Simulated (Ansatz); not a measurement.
Reaction (silylene formation by 1,1-elimination): `CS[SiH](C)S` → CH₃SH + `CS[SiH]`

Isolated molecules relaxed with PBE0-D4/def2-TZVP in Ansatz; ΔE leaves out vibrations. CCSD(T)/CBS is the MP2 limit (def2-TZVPP, def2-QZVPP) plus CCSD(T) − MP2 in def2-TZVPP, frozen cores. This one scheme is used for every species. Functionals use def2-TZVPP. Each species was taken in one conformer, which may not be the lowest.

Question: Is it downhill or uphill in electronic energy at CCSD(T)/CBS, and by how much? (Estimate.)

Answer: Ansatz gave: Uphill: ΔE = +68.1 kcal/mol.

Question: What do these levels give: LDA (SPW92), BLYP-D4, B97M-V, PBE0-D4, ωB97M-V, B2PLYP, LC-ωPBE, SCS-MP2/def2-TZVPP, CCSD(T)/def2-TZVPP, MP2/def2-QZVPP, SCS-MP2/def2-QZVPP, MP2/CBS(def2)? (An estimate is asked.)

Answer: Ansatz gave: LDA (SPW92) 70.5, BLYP-D4 61.5, B97M-V 67.0, PBE0-D4 69.6, ωB97M-V 67.0, B2PLYP 64.4, LC-ωPBE 71.6, SCS-MP2/def2-TZVPP 68.0, CCSD(T)/def2-TZVPP 66.3, MP2/def2-QZVPP 72.8, SCS-MP2/def2-QZVPP 69.1, MP2/CBS(def2) 73.6 kcal/mol.

Largest T1 diagnostic among the species: 0.016.

From r2SCAN to r2SCAN0 (25 % exact exchange), in def2-TZVPP and without D4, ΔE moves by +1.6 kcal/mol. The D4 term adds +5.4 kcal/mol with B3LYP and +3.1 kcal/mol with PBE0; it sums over pairs of atoms, weighted by their polarisabilities, and B3LYP, whose exchange is more repulsive, gets the larger term.

B3LYP here is the variant with VWN-RPA as its local correlation; programs differ in this.
